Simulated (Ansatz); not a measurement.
Total energies of `CC(C)=C=C=C=C=C=C=C=C=C=C(C)C` from Ansatz at PBE-D4/def2-TZVP, gas phase (1 Eh = 27.2114 eV = 2625.5 kJ/mol). The reference geometry is relaxed at PBE0-D4/def2-SVP.

```xyz
27

C    -0.312    0.152    7.351
C     0.107   -0.928    6.398
C     0.552   -2.232    6.990
C     0.084   -0.737    5.083
C     0.063   -0.555    3.819
C     0.042   -0.369    2.541
C     0.021   -0.185    1.273
C    -0.001   -0.001    0.000
C    -0.022    0.184   -1.273
C    -0.043    0.368   -2.542
C    -0.064    0.554   -3.819
C    -0.086    0.737   -5.083
C    -0.107    0.928   -6.398
C     1.086    1.471   -7.128
C    -1.325    0.610   -7.214
H    -1.150   -0.196    7.979
H    -0.620    1.067    6.829
H     0.517    0.399    8.037
H     1.414   -2.073    7.661
H    -0.254   -2.667    7.606
H     0.837   -2.960    6.220
H     1.925    1.676   -6.451
H     1.420    0.757   -7.900
H     0.820    2.405   -7.653
H    -2.145    0.219   -6.597
H    -1.679    1.513   -7.741
H    -1.081   -0.135   -7.990
```

```json
{"state": "charge 0 singlet", "geometry": "reference", "energy (Eh)": "-578.03996"}
{"state": "charge 1 doublet", "geometry": "reference", "energy (Eh)": "-577.79083"}
{"state": "charge 1 doublet", "geometry": "relaxed at PBE0-D4/def2-SVP", "energy (Eh)": "-577.79838"}
{"state": "charge -1 doublet", "geometry": "reference", "energy (Eh)": "-578.09392"}
{"state": "free C atom (triplet)", "geometry": "–", "energy (Eh)": "-37.79597"}
{"state": "free H atom (doublet)", "geometry": "–", "energy (Eh)": "-0.49962"}
```

Work out the vertical ionisation energy to the doublet.

E(charge 1 doublet) − E(charge 0 singlet) = -577.79083 − (-578.03996) = 0.24913 Eh = 6.78 eV. For comparison, −ε of the highest occupied level is 4.95 eV at this level, 1.83 eV less.

Work out the vertical electron affinity, to the doublet.

E(charge 0 singlet) − E(charge -1 doublet) = -578.03996 − (-578.09392) = 0.05396 Eh = 1.47 eV. The basis lacks diffuse functions, which makes affinities too small.

Give the fundamental gap IE − EA, the Mulliken electronegativity (IE + EA)/2 and the hardness (IE − EA)/2.

From the values in Eh: IE − EA = 0.24913 − 0.05396 = 0.19517 Eh = 5.31 eV; (IE + EA)/2 = 4.12 eV; (IE − EA)/2 = 2.66 eV. The HOMO–LUMO gap of the same run is 1.74 eV, 3.57 eV smaller than the fundamental gap.

How much does the charge 1 doublet relax, and what is the adiabatic ionisation energy?

Relaxation: -577.79083 − (-577.79838) = 0.00755 Eh = 0.21 eV. Adiabatic ionisation energy: 0.24158 Eh = 6.57 eV, without zero-point energy. 

What is the binding energy per atom against free atoms?

Atoms: 15 × (-37.79597) + 12 × (-0.49962) = -572.93499 Eh. Binding: -572.93499 − (-578.03996) = 5.10497 Eh = 138.91 eV, or 5.14 eV for each of 27 atoms (no zero-point energy, no counterpoise term).

At PBE-D4/def2-TZVP the gap within one spin of the charge 1 doublet nearly closes, so an electron or hole may be smeared out by delocalisation error. At PBE-D4/def2-TZVP the gap within one spin of the charge -1 doublet nearly closes, so an electron or hole may be smeared out by delocalisation error. At PBE-D4/def2-TZVP the highest occupied level of the charge -1 doublet lies above zero (up to 0.34 eV). By energy differences its removal costs 1.47 eV (vertical, to the charge 0 singlet, at PBE-D4/def2-TZVP); self-interaction error and the lack of diffuse functions both raise the level.
